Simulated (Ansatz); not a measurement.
CCSD(T) forces

BH₂TeCl (SMILES ClB[TeH]), closed shell, displaced at random from a GFN2-xTB minimum.

Cl1  (-1.002, 0.603, 1.321)
B2  (-0.455, -0.439, 0.028)
Te3  (1.266, -0.060, -0.901)
H4  (-1.177, -1.325, -0.209)
H5  (1.605, 1.466, -0.240)
(Å)

Computed with Ansatz 0.2.0 (basis: def2-TZVPP); correlated methods freeze the cores. Filled d shells of the heavier atoms are correlated. Core potentials replace the inner electrons of the atoms past krypton. The def2 sets are not built for correlating such inner shells, so the correlated values are less sure here.

CCSD(T) forces from the calculation:
| atom | Fx | Fy | Fz (eV/Å) |
| --- | --- | --- | --- |
| Cl1 | -0.321 | 0.300 | 0.395 |
| B2 | -1.814 | 0.237 | 1.440 |
| Te3 | 2.384 | 0.792 | -1.380 |
| H4 | 0.013 | -0.574 | -0.347 |
| H5 | -0.262 | -0.755 | -0.108 |

**Question.** Which atom feels the largest CCSD(T) force, and how large is it?

**Answer.** Te3, 2.87 eV/Å, along (0.83, 0.28, -0.48).

Root-mean-square difference of the force components from those of CCSD(T): PBE0-D4 0.099; wB97M-V 0.059; r2SCAN-D4 0.074; PBE-D4 0.163; LC-wPBE 0.167; r2SCAN0-D4 0.090 eV/Å.

T1 diagnostic: at most 0.014.

For scale, one of the runs: CCSD(T)/def2-TZVPP forces, 151 basis functions (an equivalent command: `ansatz run in.yaml --threads 4`). The run took 100 s on 4 CPU threads (shared host), with 2 GiB of host memory at its peak.
